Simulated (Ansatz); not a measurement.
System: C3H3, charge 1, multiplicity 1. It need not be the lowest isomer of its formula. 
Structure (B3LYP-D3(BJ)/def2-TZVP (Ansatz, a first-principles code) minimum search):
```xyz
6

C     -1.2055    -0.2741    -0.0114
C      0.1021     0.0232     0.0010
C      1.2954     0.2946     0.0123
H     -1.6059    -1.0478     0.6419
H     -1.8893     0.2530    -0.6751
H      2.3426     0.5327     0.0222
```
Charge +1, spin multiplicity 1.

Wanted: vertical triplet-singlet gap (E(triplet) - E(singlet); each state is the SCF solution reached for its spin; the UHF <S^2> is 2.13 for the triplet (pure: 2.00); for the singlet the Hartree-Fock reference is unstable and T1 is 0.021), in eV. Correlated levels leave the core frozen unless marked. UHF or UKS for open shells. No spin-orbit coupling. Non-relativistic. CBS(X,Y): correlation extrapolated as X^-3; Hartree-Fock from the larger set. The bracket is a focal-point correction in the basis named.

| level | program | vertical triplet-singlet gap (eV) |
|---|---|---|
| SVWN5/def2-TZVPD | Ansatz | 1.89 |

### Question
Predict the RI-MP2/CBS(aug-cc-pVTZ,aug-cc-pVQZ)+[CCSD(T)-MP2]/aug-cc-pVTZ result (Ansatz).

### Answer
2.08 eV, so SVWN5/def2-TZVPD differs from it by -0.19 eV.
